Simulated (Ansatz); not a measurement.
Molecule: GaH2, charge 0, multiplicity 2. SMILES: [GaH2]
Geometry: optimised at B3LYP-D3(BJ)/def2-TZVP (Ansatz, a first-principles code).

Property: atomisation energy (electronic, to ground-state atoms), in kJ/mol. Correlated levels leave the core frozen unless marked. UHF or UKS for open shells. No spin-orbit coupling. Frozen are the shells of the preceding noble gas and the d and f shells that filled before the atom's block. Non-relativistic. The coupled-cluster limit lacks core correlation, which all-electron functionals hold. Basis-set limits of correlation are two-point, X^-3; Hartree-Fock from the larger set (for Q and 5 zeta extrapolated as (X+1)exp(-9√X)).

| level | program | atomisation energy (kJ/mol) |
|---|---|---|
| HF/cc-pVDZ | Ansatz | 356.1 |
| HF/def2-TZVPP | Ansatz | 361.5 |

**Question.** What does CCSD(T)/CBS(cc-pVQZ,cc-pV5Z) (Ansatz) give?

**Answer.** 473.2 kJ/mol
